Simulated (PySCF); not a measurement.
Compound: CrO₃ (singlet state).
Bonds: Cr1–O2, Cr1–O3, Cr1–O4.

The calculation used PBE0-D3(BJ)/def2-SVP geometry optimisation, gas phase in PySCF.

(1) How far are the bound atoms from Cr1?

(2) What is the shape at Cr1?

(3) What are the rotational constants (commonest isotopes, rigid rotor)?

## Answers

(1) 3 atoms: O2 1.551 Å, O4 1.551 Å, O3 1.551 Å.

(2) Pyramidal: angles 113.8°, 113.8° and 113.7°, sum 341.3°, 0.39 Å off the plane of its three neighbours.

(3) A = 8740, B = 8725, C = 4680 MHz: an oblate symmetric top.

Point group: C3v (every atom within 0.08 Å of its image). Charge 0, singlet. No PBE0-D3(BJ)/def2-SVP frequencies stand behind this structure, so it isn't proved a minimum.


Compound: OsO4 (singlet state).
Bonds: O1–Os2 (double), Os2–O3 (double), Os2–O4 (double), Os2–O5 (double).

Computed, not measured: PBE0-D3(BJ)/def2-SVP geometry optimisation, gas phase, def2 core potentials past Kr in PySCF 2.14.0.

How far are the bound atoms from Os2?

4 atoms: O1 1.692 Å, O3 1.693 Å, O4 1.693 Å, O5 1.693 Å.

What is the shape at Os2?

Tetrahedral: angles from 109.4° to 109.5°; τ4 = (360° − α − β)/141° = 1.00 with α and β the two widest (0 for a square, 1 for a tetrahedron).

What are the rotational constants (commonest isotopes, rigid rotor)?

A = 4137, B = 4136, C = 4133 MHz: a spherical top.

Point group: Td (every atom within 0.08 Å of its image). Charge 0, singlet. No frequency check.

Hardware: one thread of an Arm Neoverse V1, no GPU, shared host with 32 logical CPUs at a one-minute load of 13. Cost: 20 s wall, 0.37 GiB resident at most. These figures are those of the optimisation.


Zinc dihydride, ZnH2 (singlet state).
Cartesian coordinates in Å at the PBE0-D3(BJ)/def2-SVP level; atoms count from 1:
```xyz
3
ZnH2 angstrom
Zn     0.0588   -0.0232    0.0710
H     -1.4908   -0.0676    0.0840
H      1.6086    0.0186    0.0591
```

Theory: PySCF, PBE0-D3(BJ)/def2-SVP geometry optimisation, gas phase.

Q: Which atoms are bound to Zn1, and at what distances?

A: 2 atoms: H3 1.550 Å, H2 1.550 Å.

Q: What is the shape at Zn1?

A: Linear: angle 179.9°.

Q: What are the rotational constants (commonest isotopes, rigid rotor)?

A: B = 104313 MHz (linear).

Point group: D∞h (every atom within 0.08 Å of its image). Charge 0, singlet. PBE0-D3(BJ)/def2-SVP frequencies: not computed here.

Time: 2.2 s; peak memory 0.25 GiB. Hardware: Arm Neoverse V1, one thread, on a shared host. This is the geometry optimisation.
